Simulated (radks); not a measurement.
Ionisation ladder of barium, from Ba XXIII to Ba XLIV. Each ion is in the ground configuration listed by NIST, and IE = E(next ion) - E(this ion). All-electron calculation, scalar-relativistic Kohn-Sham, exchange-only LDA, spin-polarised, spherical densities, point nucleus; open shells are filled with parallel spins first (spin-orbit coupling, left out, can overturn this in heavy ions). Program: a radial shooting solver on a logarithmic mesh with Libxc functionals.

species         configuration  E (hartree)  IE, Delta-SCF (eV)  <r> HOMO (bohr)  IE, NIST (eV)       kind  error (eV)
Ba XXIII    [Ar] 3d10 4s2 4p4   -7911.7599              718.36            0.633            717     theory        +1.4
Ba XXIV     [Ar] 3d10 4s2 4p3   -7885.3606              762.51            0.627            752     theory       +10.5
Ba XXV      [Ar] 3d10 4s2 4p2   -7857.3388              797.99            0.621            809     theory       -11.0
Ba XXVI     [Ar] 3d10 4s2 4p1   -7828.0133              833.19            0.615            846     theory       -12.8
Ba XXVII        [Ar] 3d10 4s2   -7797.3940              938.94            0.595            935     theory        +3.9
Ba XXVIII       [Ar] 3d10 4s1   -7762.8886              979.62            0.591          976.6  semi-emp.        +3.0
Ba XXIX             [Ar] 3d10   -7726.8881              1698.0            0.258           1695     theory        +3.0
Ba XXX               [Ar] 3d9   -7664.4883              1782.4            0.255           1776     theory        +6.4
Ba XXXI              [Ar] 3d8   -7598.9850              1868.1            0.252           1864     theory        +4.1
Ba XXXII             [Ar] 3d7   -7530.3339              1954.8            0.249           1958     theory        -3.2
Ba XXXIII            [Ar] 3d6   -7458.4948              2042.5            0.247           2047     theory        -4.5
Ba XXXIV             [Ar] 3d5   -7383.4332              2157.4            0.243           2142     theory       +15.4
Ba XXXV              [Ar] 3d4   -7304.1504              2250.0            0.241           2256     theory        -6.0
Ba XXXVI             [Ar] 3d3   -7221.4646              2343.7            0.238           2349     theory        -5.3
Ba XXXVII            [Ar] 3d2   -7135.3335              2438.5            0.236           2452     theory       -13.5
Ba XXXVIII           [Ar] 3d1   -7045.7191              2534.2            0.233           2547     theory       -12.8
Ba XXXIX                 [Ar]   -6952.5890              2843.2            0.261           2814     theory       +29.2
Ba XL            [Ne] 3s2 3p5   -6848.1024              2928.0            0.259           2901     theory       +27.0
Ba XLI           [Ne] 3s2 3p4   -6740.4987              3011.8            0.258           2994     theory       +17.8
Ba XLII          [Ne] 3s2 3p3   -6629.8178              3122.4            0.256           3081     theory       +41.4
Ba XLIII         [Ne] 3s2 3p2   -6515.0711              3210.0            0.254           3266     theory       -56.0
Ba XLIV          [Ne] 3s2 3p1   -6397.1040              3296.6            0.252           3363     theory       -66.4

Reference values: NIST Atomic Spectra Database (exp. = measured, semi-emp. = semi-empirical, theory = theoretical value adopted there). The ionisation energy per charge of the ion left behind rises most, in proportion, at Ba XXIX ([Ar] 3d10), from 34.987 to 58.551 eV. Open shells are spherical and high-spin; term and fine-structure splittings are not resolved. Spin-orbit splitting is averaged out at the scalar-relativistic level.
